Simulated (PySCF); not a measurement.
A structure optimised at B3LYP-D3(BJ)/def2-SVP, used in a PySCF frequency run:

```xyz
6

O     -1.6112    -0.8826    -0.5840
Ge    -0.1918    -0.1327     0.1168
F     -0.2076    -0.3628     1.8307
Cl     1.5207    -1.1008    -0.6876
Cl    -0.1483     1.9835    -0.2067
H     -2.4341    -0.4336    -0.3394
```
Charge 0, spin multiplicity 1.

### Question
Write its SMILES and formula.

### Answer
[OH][Ge]([F])([Cl])[Cl], Cl₂FGeHO

### Question
What are its rotational constants (standard atomic weights)?

### Answer
2.5488, 1.7095, 1.4513 GHz
